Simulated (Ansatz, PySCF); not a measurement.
This Ansatz (a program for electronic structure) input computes a CCSD(T)/cc-pVDZ energy:

Ansatz 0.2 input:
```yaml
crystal:
  periodic: [false, false, false]
  atoms:
    - {symbol: N, position_ang: [-0.98707337, 0.12204602, 0.64401714]}
    - {symbol: C, position_ang: [0.04891004, -0.01595210, -0.06065348]}
    - {symbol: O, position_ang: [1.06980571, -0.08380837, -0.55735061]}
    - {symbol: H, position_ang: [-1.94239235, -0.08814256, 0.31460582]}
basis:
  gaussian:
    orbitals: cc-pVDZ
total_charge: 1
magnetization: {spin_polarized: true, initial_magnetization: 1}
correlation: {method: ccsd_t, electrons: outside_noble_gas}
```

Write an input for the same energy in PySCF and say what it gives.


```python
from pyscf import gto, scf, mp, cc as ccmod

mol = gto.M(
    atom='''
    N    -0.98707337    0.12204602    0.64401714
    C     0.04891004   -0.01595210   -0.06065348
    O     1.06980571   -0.08380837   -0.55735061
    H    -1.94239235   -0.08814256    0.31460582
    ''',
    basis='cc-pvdz',
    charge=1,
    spin=1,
    verbose=4,
)

mf = scf.UHF(mol)
mf.conv_tol = 1e-10
mf.max_cycle = 100
mf.kernel()
mo, _, stable, _ = mf.stability(return_status=True)
if not stable:
    mf.kernel(mf.make_rdm1(mo, mf.mo_occ))
mp2 = mp.MP2(mf, frozen=3).run()
cc = ccmod.CCSD(mf, frozen=3)
cc.max_cycle = 100
cc.kernel()
et = cc.ccsd_t()
print(f'E(CCSD(T)) = {cc.e_tot + et:.9f}')
```
It gives -167.86259 Eh, and Ansatz -167.86258 Eh, a difference of 0.01 mEh.
